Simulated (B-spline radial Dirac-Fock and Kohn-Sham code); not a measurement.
Z = 41 (niobium), transition energy 1000 keV. Calculated with a radial finite-basis atomic code, using a Dirac-Hartree-Slater potential of the neutral atom with a Latter tail (no hole, which puts coefficients of high multipoles low close above an edge), finite nucleus with surface currents. Subshells that would emit electrons below 1 keV are left out.

Question: A pure transition shows α(K) = 0.00647, L1/L2 = 16.8 and L1/L3 = 31.8. What is its multipolarity?
A. E1
B. M4
C. M2
D. E3
E. E2
F. M1
G. M3
H. E4

Answer: B. For comparison, α(K), L1/L2, L1/L3 are E1 0.000274, 78.1, 42.0; E2 0.000638, 32.1, 37.3; E3 0.00132, 15.0, 29.3; E4 0.00263, 8.39, 21.7; M1 0.000652, 56.0, 110; M2 0.00154, 34.4, 113; M3 0.00323, 23.3, 62.5.
